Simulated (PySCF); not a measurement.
Working out the ionisation energy of Ar⁺

Ar⁺ [Ne] 3s2 3p5 (2P) → Ar²⁺ [Ne] 3s2 3p4 (3P). All numbers are calculated (PySCF 2.14, the non-relativistic Hamiltonian (point nucleus), in aug-cc-pV(Q+d)Z with one added diffuse shell each of s, p, d, f, g type (8s7p6d4f3g, 114 functions)). Frozen: [Ne]. Energies in hartree (1 hartree = 27.21139 eV):

| part | Ar⁺ (lower) | Ar²⁺ (upper) |
| --- | --- | --- |
| UHF | -526.282138 | -525.312972 |
| MP2 opposite-spin | -0.145379 | -0.112765 |
| MP2 same-spin | -0.040212 | -0.031456 |

What does Hartree-Fock give?

(-525.312972) − (-526.282138) = 0.969166 hartree = 26.372 eV.

What do MP2 and SCS-MP2 (6/5 opposite-spin, 1/3 same-spin) give?

The opposite-spin parts differ by 0.887 eV and the same-spin parts by 0.238 eV. MP2: 26.372 + (0.887) + (0.238) = 27.497 eV. SCS-MP2: 26.372 + 1.2 × (0.887) + (0.238)/3 = 27.516 eV.

A first-order spin-orbit estimate adds -0.006 eV to MP2 (valence), giving 27.491 eV against 27.630 eV (measured; NIST Atomic Spectra Database, ionization energies).

What remains against the reference includes basis incompleteness, the frozen core and correlation beyond second order.
